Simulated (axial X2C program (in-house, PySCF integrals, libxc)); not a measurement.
**Low determinants of Sn₂ at the PBE0 level, without spin–orbit coupling**

Computed with an in-house relativistic program for diatomic molecules. Spin-free means the one-electron spin-free X2C Hamiltonian. Basis: Sn dyall-cv3z [11s12p9d4f1g] (cores contracted in-house); Gaussian nuclei, density fitting, unrestricted open shells. Masses: Sn 119.902 u.

Search at 2.800 Å (vertical energies from the lowest determinant):

```
ΔE (eV)           state  electrons beyond evenly filled partner blocks  electrons in σ, π, δ, φ
   0.00  M_S = 1, Λ = 0                                       π+α, π-α               42 42 16 0
   0.40  M_S = 1, Λ = 1                              σα, π+α, π+β, π-α               41 43 16 0
   0.48  M_S = 0, Λ = 0                                       π+β, π-α               42 42 16 0
   0.48  M_S = 0, Λ = 2                                       π+α, π+β               42 42 16 0
   0.58  M_S = 0, Λ = 1                              σβ, π+α, π+β, π-α               41 43 16 0
   0.96  M_S = 2, Λ = 1                               σα, 2 × π+α, π-α               41 43 16 0
   1.51  M_S = 1, Λ = 1                               σβ, 2 × π+α, π-α               41 43 16 0
```

Lowest determinant, M_S = 1, Λ = 0 (beyond evenly filled blocks: π+α, π-α): Re = 2.750 Å, ωe = 196.0 cm⁻¹.

The determinant in row 2 of the search, M_S = 1, Λ = 1 (beyond evenly filled blocks: σα, π+α, π+β, π-α), was followed along the bond at PBE0; measured from the minimum of the lowest determinant it gives:

Te = 0.298 eV (2401 cm⁻¹), Re = 2.628 Å, ωe = 210.0 cm⁻¹.

Question: Compare the bond of the determinant in row 2 with that of the lowest one.

Answer: At PBE0 its Re is 0.122 Å shorter and its force constant, which goes as ωe², is 1.15 times that of the lowest determinant. T0 ≈ Te + Δωe/2 = 2401 + (7) = 2408 cm⁻¹.

The search compares states at one distance, so a state with another bond length can lie lower; it is not exhaustive and yields mostly the lowest determinant of each block pattern, so other components and higher states of one pattern are missing. These are energies of single determinants, not of spin-adapted states; PBE0 term energies can be off by some tenths of an eV, and the functional has no current term. The lowest determinant need not be the ground state where others lie within half an eV.
